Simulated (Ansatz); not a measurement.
Born–Oppenheimer molecular dynamics of a periodic cell of 36 atoms, H$_{24}$CO$_{11}$ (contents 10 H2O + 1 CH3OH, density as packed 0.96 g/cm³ with natural masses). It starts from a partly relaxed structure (largest force component 0.24 eV/Å).

These are results of DFT PBE-D3(BJ), scalar-relativistic, plane waves, PAW in Ansatz 0.2.0, not measurements. Settings: cutoff 420 eV, k mesh 1x1x1, fermi-dirac smearing 0.02 eV, no spin polarisation.

| Item | Value |
| --- | --- |
| ensemble | NVT, Langevin thermostat |
| time step | 0.5 fs |
| steps asked | 300 |
| set temperature | 500 K |
| friction | 0.02 /fs |
| seed | 848792 |

Frames 1 fs apart, positions in Å, forces in eV/Å.

Velocities at 45.0 fs (Å/ps):

```
O -7.77 -3.24 1.88
H 18.63 -12.27 -8.00
H 39.20 1.44 -28.83
O 1.26 -3.27 2.54
H -4.36 13.89 -15.87
H 8.12 -12.11 -23.00
O -3.23 -0.64 -1.65
H -13.20 16.88 -0.34
H 5.03 -7.36 -20.20
O 1.87 1.28 -8.04
H 3.01 -14.37 20.55
H 23.82 5.11 3.69
O 5.83 2.70 -4.81
H -7.50 -17.75 2.46
H -8.29 11.79 11.27
O 7.46 -6.52 2.40
H 30.36 -19.10 50.77
H -8.27 15.29 -15.62
O 0.80 7.74 1.45
H -21.22 -6.80 10.27
H 10.56 -3.15 -12.09
O -0.43 -5.36 0.64
H 4.37 7.35 6.49
H -2.60 -8.91 -8.92
O 2.76 -2.14 0.65
H 15.81 8.83 -2.32
H -22.81 -0.67 -2.65
O -7.60 -3.92 -5.47
H 41.29 -4.76 -40.90
H -0.79 3.35 22.52
C -7.35 9.28 -1.51
O 8.27 4.30 12.26
H -38.71 30.33 -5.16
H -18.76 16.04 -8.63
H -8.15 7.50 -2.75
H -31.59 -8.94 4.16
```

```xyz
36
Lattice="7.1596 0.0000 0.0000 0.0000 7.1596 0.0000 0.0000 0.0000 7.1596" Properties=species:S:1:pos:R:3:forces:R:3 time_fs=45.0 energy_less_start_eV=1.494 T=404
O 3.637 1.502 6.924 -1.17 -0.25 -0.52
H 4.329 1.728 6.272 0.57 0.40 -0.46
H 2.817 1.498 6.348 0.98 0.20 0.68
O 1.559 6.929 3.710 -0.07 0.67 0.08
H 1.875 6.255 4.359 0.13 -0.15 -0.09
H 2.058 6.799 2.863 -0.24 -0.33 0.06
O 6.217 3.001 2.804 0.58 1.19 1.03
H 6.357 2.136 2.365 0.12 -0.43 -0.73
H 7.081 3.277 3.191 -0.41 -0.27 -0.46
O 6.124 0.806 1.361 -1.25 -0.23 -0.33
H 5.923 0.066 2.050 -0.78 1.10 -1.52
H 5.303 1.094 0.775 1.64 -1.25 2.01
O 4.941 5.701 2.564 -0.26 0.87 0.79
H 3.994 5.594 2.312 0.38 0.09 -0.55
H 5.431 4.897 2.383 0.12 -0.98 -0.20
O 0.313 5.806 7.279 -0.10 -0.09 0.47
H -0.099 5.404 6.504 -0.03 0.03 -0.27
H -0.362 6.417 7.643 0.24 0.18 -0.16
O 2.443 4.887 5.406 0.61 0.73 0.06
H 3.426 4.858 5.534 -1.12 -0.37 -0.16
H 2.130 4.050 4.996 0.56 -0.28 0.26
O 2.638 6.346 1.174 -0.91 -1.24 0.45
H 2.849 7.241 0.920 0.36 0.82 -0.62
H 1.787 6.065 0.665 0.77 0.36 0.43
O 5.496 6.394 5.309 0.80 -0.39 0.75
H 4.817 6.912 5.740 -0.67 0.32 0.40
H 5.098 6.050 4.513 -0.33 -0.29 -1.34
O 5.940 1.911 5.307 0.04 -0.40 0.89
H 5.943 2.277 4.415 -0.23 0.73 -0.82
H 6.280 1.010 5.140 -0.07 -0.17 0.26
C 2.945 2.638 3.128 -0.43 -1.28 -0.68
O 2.269 2.399 4.370 -0.85 -0.84 -1.07
H 3.315 3.610 2.988 0.05 1.89 0.45
H 1.867 1.465 4.209 0.32 0.69 0.36
H 3.837 2.062 3.079 0.99 -1.00 0.04
H 2.386 2.404 2.196 -0.33 -0.04 0.53
36
Lattice="7.1596 0.0000 0.0000 0.0000 7.1596 0.0000 0.0000 0.0000 7.1596" Properties=species:S:1:pos:R:3:forces:R:3 time_fs=46.0 energy_less_start_eV=1.499 T=403
O 3.628 1.499 6.925 0.33 0.00 -0.78
H 4.351 1.716 6.264 0.01 0.20 0.26
H 2.858 1.505 6.320 0.03 0.17 0.21
O 1.561 6.926 3.713 0.01 1.35 -1.55
H 1.876 6.271 4.341 0.48 -0.93 0.73
H 2.066 6.784 2.841 -0.71 -0.18 0.80
O 6.214 3.000 2.803 0.41 1.47 1.23
H 6.345 2.148 2.360 0.18 -0.87 -0.99
H 7.085 3.268 3.169 -0.24 -0.14 -0.38
O 6.124 0.807 1.353 -0.44 -0.89 0.64
H 5.925 0.057 2.062 -0.71 1.48 -1.94
H 5.335 1.091 0.786 0.76 -0.99 1.41
O 4.946 5.703 2.560 -0.98 1.26 0.77
H 3.991 5.577 2.312 0.72 0.24 -0.46
H 5.426 4.904 2.393 0.49 -1.47 -0.29
O 0.320 5.799 7.282 0.20 1.38 2.43
H -0.069 5.387 6.548 -0.90 -0.98 -2.02
H -0.372 6.432 7.629 0.79 -0.28 -0.37
O 2.444 4.894 5.407 -0.39 0.27 -0.28
H 3.403 4.847 5.542 -0.09 -0.31 0.02
H 2.142 4.048 4.985 0.54 0.08 0.46
O 2.637 6.341 1.175 -0.72 -0.52 0.32
H 2.856 7.250 0.922 0.17 0.07 -0.47
H 1.787 6.058 0.659 0.78 0.40 0.45
O 5.499 6.391 5.309 0.54 -0.85 -0.12
H 4.834 6.920 5.739 -0.84 0.45 0.53
H 5.069 6.049 4.505 0.10 0.02 -0.57
O 5.932 1.906 5.302 -0.01 0.51 -0.52
H 5.982 2.276 4.369 -0.36 0.11 0.69
H 6.281 1.012 5.162 0.04 -0.45 0.17
C 2.937 2.647 3.125 -0.41 -0.98 -0.77
O 2.276 2.404 4.382 -0.87 -0.89 -1.27
H 3.275 3.647 2.987 -0.07 1.23 0.43
H 1.849 1.484 4.204 0.40 0.67 0.47
H 3.833 2.066 3.074 0.81 -0.72 0.00
H 2.352 2.393 2.202 -0.08 0.07 0.76
36
Lattice="7.1596 0.0000 0.0000 0.0000 7.1596 0.0000 0.0000 0.0000 7.1596" Properties=species:S:1:pos:R:3:forces:R:3 time_fs=47.0 energy_less_start_eV=1.613 T=368
O 3.621 1.495 6.926 1.68 0.18 -0.86
H 4.374 1.710 6.256 -0.49 0.02 0.87
H 2.896 1.515 6.297 -0.81 0.15 -0.31
O 1.563 6.922 3.716 -0.05 1.88 -2.71
H 1.884 6.282 4.327 0.78 -1.56 1.42
H 2.069 6.766 2.825 -0.97 -0.03 1.21
O 6.213 3.000 2.802 0.10 1.34 1.15
H 6.335 2.155 2.346 0.14 -0.97 -1.06
H 7.088 3.257 3.139 0.17 0.07 -0.22
O 6.122 0.806 1.348 1.27 -1.54 1.94
H 5.923 0.059 2.060 -0.65 1.48 -1.96
H 5.373 1.074 0.813 -1.02 -0.33 0.09
O 4.949 5.707 2.557 -0.82 0.89 0.67
H 3.998 5.556 2.311 0.62 0.35 -0.45
H 5.426 4.896 2.401 0.43 -1.17 -0.19
O 0.327 5.793 7.285 0.17 2.14 3.20
H -0.047 5.365 6.569 -1.22 -1.43 -2.68
H -0.374 6.446 7.611 1.12 -0.61 -0.48
O 2.444 4.901 5.407 -1.51 -0.03 -0.62
H 3.377 4.828 5.554 1.13 -0.28 0.28
H 2.154 4.048 4.976 0.44 0.32 0.59
O 2.634 6.335 1.176 -0.50 0.08 0.23
H 2.863 7.257 0.918 0.02 -0.51 -0.35
H 1.787 6.056 0.655 0.73 0.41 0.43
O 5.502 6.389 5.309 0.05 -1.11 -0.81
H 4.847 6.930 5.742 -0.78 0.38 0.47
H 5.045 6.043 4.495 0.54 0.35 0.20
O 5.923 1.904 5.296 0.13 0.97 -1.49
H 6.019 2.281 4.328 -0.57 -0.31 1.72
H 6.283 1.011 5.179 0.05 -0.48 0.11
C 2.929 2.653 3.123 -0.02 -0.44 -0.80
O 2.282 2.407 4.394 -0.78 -0.72 -1.37
H 3.234 3.696 2.989 -0.24 0.10 0.45
H 1.832 1.507 4.210 0.39 0.47 0.48
H 3.838 2.060 3.068 0.32 -0.21 -0.02
H 2.316 2.385 2.212 0.14 0.15 0.88
36
Lattice="7.1596 0.0000 0.0000 0.0000 7.1596 0.0000 0.0000 0.0000 7.1596" Properties=species:S:1:pos:R:3:forces:R:3 time_fs=48.0 energy_less_start_eV=1.691 T=347
O 3.615 1.492 6.927 2.38 0.28 -0.96
H 4.395 1.708 6.256 -0.83 -0.09 1.22
H 2.920 1.522 6.274 -1.15 0.16 -0.55
O 1.563 6.919 3.718 0.05 1.65 -2.70
H 1.898 6.281 4.327 0.70 -1.43 1.38
H 2.067 6.745 2.825 -1.02 0.10 1.22
O 6.214 3.000 2.803 -0.20 0.66 0.77
H 6.329 2.154 2.322 0.01 -0.55 -0.81
H 7.093 3.243 3.105 0.63 0.29 -0.05
O 6.121 0.804 1.343 3.40 -2.00 3.23
H 5.909 0.073 2.043 -0.55 1.12 -1.59
H 5.404 1.056 0.840 -3.22 0.53 -1.57
O 4.951 5.712 2.554 -0.13 -0.01 0.54
H 4.011 5.541 2.310 0.30 0.40 -0.50
H 5.428 4.877 2.403 0.05 -0.31 0.00
O 0.335 5.787 7.290 -0.53 1.54 2.00
H -0.038 5.327 6.563 -0.64 -0.71 -1.47
H -0.370 6.451 7.593 1.19 -0.78 -0.52
O 2.443 4.908 5.406 -1.85 -0.08 -0.76
H 3.360 4.805 5.573 1.68 -0.22 0.46
H 2.168 4.053 4.970 0.24 0.30 0.56
O 2.632 6.331 1.177 -0.02 0.76 0.23
H 2.870 7.264 0.909 -0.12 -1.09 -0.19
H 1.801 6.054 0.654 0.44 0.32 0.28
O 5.506 6.385 5.308 -0.49 -1.04 -1.01
H 4.852 6.940 5.747 -0.51 0.12 0.26
H 5.027 6.036 4.491 0.80 0.54 0.61
O 5.916 1.901 5.291 0.25 1.26 -1.94
H 6.051 2.292 4.302 -0.76 -0.60 2.25
H 6.284 1.009 5.197 0.06 -0.48 0.03
C 2.922 2.657 3.121 0.33 0.19 -0.66
O 2.287 2.409 4.404 -0.63 -0.43 -1.35
H 3.190 3.751 2.996 -0.30 -1.05 0.45
H 1.815 1.532 4.228 0.33 0.20 0.37
H 3.842 2.048 3.063 -0.14 0.29 -0.05
H 2.284 2.383 2.231 0.25 0.16 0.81
36
Lattice="7.1596 0.0000 0.0000 0.0000 7.1596 0.0000 0.0000 0.0000 7.1596" Properties=species:S:1:pos:R:3:forces:R:3 time_fs=49.0 energy_less_start_eV=1.652 T=369
O 3.611 1.487 6.929 2.11 0.36 -1.43
H 4.404 1.710 6.264 -0.93 -0.14 1.30
H 2.927 1.527 6.248 -0.76 0.13 -0.17
O 1.562 6.918 3.716 0.47 0.64 -1.68
H 1.917 6.266 4.342 0.20 -0.52 0.56
H 2.061 6.722 2.833 -0.94 0.21 1.04
O 6.214 3.002 2.804 -0.23 -0.12 0.28
H 6.322 2.148 2.292 -0.13 0.10 -0.37
H 7.104 3.231 3.073 0.82 0.40 0.02
O 6.122 0.801 1.338 4.23 -1.46 3.00
H 5.888 0.101 2.010 -0.55 0.22 -0.68
H 5.408 1.048 0.855 -4.04 0.95 -2.26
O 4.952 5.716 2.552 0.65 -0.79 0.45
H 4.025 5.536 2.303 -0.14 0.36 -0.57
H 5.431 4.856 2.403 -0.31 0.50 0.16
O 0.343 5.782 7.296 -1.21 0.42 0.32
H -0.033 5.285 6.546 0.11 0.34 0.12
H -0.360 6.452 7.568 1.06 -0.76 -0.45
O 2.441 4.916 5.404 -1.08 -0.23 -0.66
H 3.360 4.781 5.594 1.13 -0.02 0.45
H 2.189 4.056 4.969 -0.01 0.25 0.49
O 2.631 6.327 1.178 0.73 1.31 0.45
H 2.878 7.266 0.898 -0.25 -1.45 -0.06
H 1.823 6.053 0.662 -0.13 0.14 -0.08
O 5.509 6.380 5.307 -1.02 -0.58 -0.60
H 4.851 6.949 5.758 -0.01 -0.35 -0.10
H 5.016 6.034 4.497 0.82 0.54 0.58
O 5.909 1.899 5.285 0.40 1.14 -1.96
H 6.069 2.301 4.296 -0.84 -0.75 2.33
H 6.281 1.000 5.213 -0.02 -0.21 -0.07
C 2.915 2.662 3.119 0.58 0.49 -0.39
O 2.291 2.411 4.413 -0.37 -0.03 -1.24
H 3.140 3.794 3.004 -0.20 -1.78 0.39
H 1.800 1.558 4.249 0.17 -0.19 0.23
H 3.846 2.035 3.053 -0.56 0.75 -0.04
H 2.255 2.381 2.256 0.26 0.12 0.62
36
Lattice="7.1596 0.0000 0.0000 0.0000 7.1596 0.0000 0.0000 0.0000 7.1596" Properties=species:S:1:pos:R:3:forces:R:3 time_fs=50.0 energy_less_start_eV=1.568 T=396
O 3.608 1.480 6.929 1.45 0.42 -1.99
H 4.403 1.713 6.277 -0.86 -0.14 1.23
H 2.926 1.530 6.220 -0.16 0.08 0.45
O 1.562 6.918 3.713 0.76 -0.23 -0.45
H 1.932 6.253 4.365 -0.29 0.34 -0.29
H 2.050 6.701 2.846 -0.74 0.23 0.71
O 6.215 3.004 2.805 0.11 -0.52 -0.02
H 6.311 2.144 2.266 -0.20 0.54 0.00
H 7.123 3.221 3.041 0.52 0.36 -0.05
O 6.126 0.798 1.336 2.78 0.38 0.64
H 5.862 0.134 1.972 -0.74 -1.16 0.71
H 5.377 1.050 0.854 -2.36 0.55 -1.30
O 4.953 5.719 2.551 1.36 -1.17 0.49
H 4.042 5.543 2.294 -0.71 0.25 -0.68
H 5.427 4.840 2.406 -0.48 0.97 0.24
O 0.352 5.776 7.302 -1.17 -0.75 -0.90
H -0.024 5.247 6.534 0.55 1.05 1.11
H -0.338 6.445 7.539 0.50 -0.34 -0.24
O 2.438 4.924 5.401 0.42 -0.51 -0.29
H 3.374 4.756 5.617 -0.10 0.37 0.23
H 2.216 4.054 4.977 -0.29 0.15 0.34
O 2.630 6.323 1.179 1.57 1.67 0.82
H 2.882 7.259 0.885 -0.26 -1.50 0.03
H 1.847 6.057 0.669 -0.91 -0.18 -0.57
O 5.511 6.375 5.306 -1.13 0.07 0.28
H 4.852 6.961 5.766 0.41 -0.76 -0.40
H 5.017 6.042 4.513 0.50 0.30 0.02
O 5.902 1.897 5.277 0.50 0.77 -1.58
H 6.080 2.305 4.308 -0.80 -0.74 2.02
H 6.274 0.990 5.224 -0.13 0.13 -0.15
C 2.910 2.666 3.116 0.54 0.68 -0.08
O 2.294 2.413 4.422 -0.01 0.37 -1.14
H 3.088 3.826 3.016 0.00 -2.18 0.30
H 1.787 1.585 4.269 -0.06 -0.61 0.08
H 3.849 2.030 3.039 -0.83 1.05 0.00
H 2.228 2.382 2.281 0.26 0.06 0.42
```

Of the whole run (150 fs, mean temperature of the second half 462 K): A run of 0.15 ps of so small a system gives no equilibrium averages. Limits of this set-up: coarse k mesh.

Time of the run: 10 min on 1 thread of Arm Neoverse V1, with other jobs on the host, peak memory 0.4 GiB.
